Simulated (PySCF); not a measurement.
Task: What does the B3LYP/cc-pVDZ structure of `FC1=CC=CC=[NH+]1` look like in three dimensions? (Charge +1.)

Result: 
```xyz
12
C5H5FN angstrom
F      2.7411    0.1779   -0.2718
C      1.4440    0.0473   -0.1611
C      0.5705    1.1200   -0.0887
C     -0.7912    0.8387    0.0236
C     -1.2480   -0.4906    0.0609
C     -0.3299   -1.5182   -0.0129
N      0.9934   -1.2218   -0.1221
H      0.9679    2.1345   -0.1217
H     -1.5056    1.6625    0.0822
H     -2.3092   -0.7230    0.1478
H     -0.5887   -2.5768    0.0096
H      1.6863   -1.9721   -0.1774
```

Any rigid rotation of these coordinates is as good. Atoms count from 1 in this order. C4 (aromatic CH carbon) is planar (angles 120.7°, 119.9° and 119.4°, sum 360.0°, 0.00 Å off the plane of its three neighbours). N7 (pyridinium-type nitrogen) is planar (angles 122.2°, 120.2° and 117.6°, sum 360.0°, 0.00 Å off the plane of its three neighbours). The C–C distances run from 1.380 Å (C5–C6, aromatic) to 1.406 Å (C4–C5, aromatic), a spread of 0.026 Å. C5 (aromatic CH carbon) is planar (angles 121.3°, 119.6° and 119.1°, sum 360.0°, 0.00 Å off the plane of its three neighbours).

Bonds between heavy atoms (Å): F1–C2 1.308, C2–C3 1.385, C3–C4 1.395, C4–C5 1.406, C5–C6 1.380, C6–N7 1.360, C2–N7 1.347.

Level of theory: PySCF 2.14.0, B3LYP/cc-pVDZ geometry optimisation, gas phase.

Point group: Cs (every atom within 0.08 Å of its image). No frequency check. Isolated species at its B3LYP/cc-pVDZ geometry, gas phase.

The run took 1.8 min wall on one thread, Intel Xeon at 2.50 GHz (x86_64), shared host with 64 logical CPUs at a one-minute load of 57, and the process peaked at 0.55 GiB of memory. This is the geometry optimisation.
